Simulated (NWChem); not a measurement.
Species: SnH2O, singlet; SMILES [OH][SnH]

Program: NWChem. Low-valent species are run as closed-shell singlets; no triplet was tried in these runs. Geometry: optimised at PBE0/def2-SVP. def2 effective core potentials on Sn; no spin-orbit coupling. Vertical excitations in the gas phase; the lowest state need not have the same character in each row.

Problem. Order these by “lowest excitation, singlet (eV)”, lowest first: PBE/def2-SVP, TDA; LDA (Slater exchange, VWN5)/def2-SVP, TDA; B3LYP/def2-SVP, TDA.

Solution. LDA (Slater exchange, VWN5)/def2-SVP, TDA (3.06), PBE/def2-SVP, TDA (3.14), B3LYP/def2-SVP, TDA (3.24)
